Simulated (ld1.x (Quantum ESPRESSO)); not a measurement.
# boron (B): excitation energies, all-electron against TM

* Element: boron
* Generator: ld1.x (Quantum ESPRESSO) 7.5
* Type: norm-conserving Troullier–Martins (Kleinman–Bylander form)
* Functional: LDA (PZ)
* Relativity: fully relativistic
* Frozen core: [He]
* Valence charge: 3
* Reference configuration: 2s2 2p1
* Partial waves: 2p (bound): rc 4.10 bohr; 3d channel at 0.45 Ry: rc 4.15 bohr; 2s (bound): rc 1.45 bohr
* Local potential: the s channel
* Core correction: none

Open shells are filled in proportion to 2j + 1 (rel_dist='average').

Energies are relative to the spin-unpolarised reference configuration 2s2 2p1; without spin polarisation the order of configurations can differ from experiment. The frozen-core shift is the all-electron ΔE with the core orbitals held at their reference shape minus the fully relaxed ΔE.

```
valence configuration  charge  ΔE all-electron (eV)  error AE − PS (meV)  frozen-core shift (meV)
              2s2 2p0      +1                 8.327                 +248                     +0.5
              2s1 2p0      +2                33.631                 +739                     +8.8
            2s2 2p0.5    +0.5                 2.943                  +40                     +0.1
              2s0 2p3       0                11.401                 -171                     +1.9
            2s2 2p1.3    -0.3                -0.772                 +4.7                      0.0
```

Question: What are ΔE and the potential's error for 2s1 2p2?

Answer: ΔE = 5.686 eV all-electron; the error (AE − PS) is -45 meV.

Question: What are ΔE and the potential's error for 2s1 2p1?

Answer: ΔE = 14.283 eV all-electron; the error (AE − PS) is -98 meV.
